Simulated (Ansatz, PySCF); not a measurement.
O2Se, SMILES [Se](=O)=O (connectivity only; charge and spin as stated), charge -1, multiplicity 2. Atoms are numbered in the order given.

```xyz
3

O      0.0000    -1.4122     0.6535
Se     0.0000     0.0000    -0.2865
O      0.0000     1.4122     0.6535
```
Charge -1, spin multiplicity 2.

The structure is a stationary point at TPSSh-D3(BJ)/def2-SVPD. The multiplicity is an assumed one; other spin states were not compared.

Two levels are set side by side: PBE-D3(BJ)/def2-SVPD (Ansatz, an electronic-structure program) and TPSSh-D3(BJ)/def2-SVPD (PySCF). Each level has its own optimised geometry; the coordinates shown are those of the second. Frequencies come from the Hessian of PySCF at each geometry. Differences are taken from unrounded values.

```json
[
 {"quantity": "mean bond length (Å)", "TPSSh-D3(BJ)": "1.696"},
 {"quantity": "bond O1–Se2 (Å)", "TPSSh-D3(BJ)": "1.696"},
 {"quantity": "bond Se2–O3 (Å)", "TPSSh-D3(BJ)": "1.696"},
 {"quantity": "highest harmonic wavenumber (cm⁻¹)", "TPSSh-D3(BJ)": "811"},
 {"quantity": "mean harmonic wavenumber (cm⁻¹)", "TPSSh-D3(BJ)": "642"},
 {"quantity": "zero-point energy (kcal/mol)", "TPSSh-D3(BJ)": "2.75"}
]
```

### Question
What does PBE-D3(BJ) give, and how far is it from TPSSh-D3(BJ)? (The exact figures need the calculation; the answer reports its results.)

### Answer

```tsv
quantity	PBE-D3(BJ)	PBE-D3(BJ) minus TPSSh-D3(BJ)
mean bond length (Å)	1.713	0.017
bond O1–Se2 (Å)	1.713	0.017
bond Se2–O3 (Å)	1.713	0.017
highest harmonic wavenumber (cm⁻¹)	774	-37
mean harmonic wavenumber (cm⁻¹)	613	-29
zero-point energy (kcal/mol)	2.63	-0.12
```

Exact exchange shortens and stiffens bonds; PBE has none. Differences between two approximate levels are no errors against the true value.
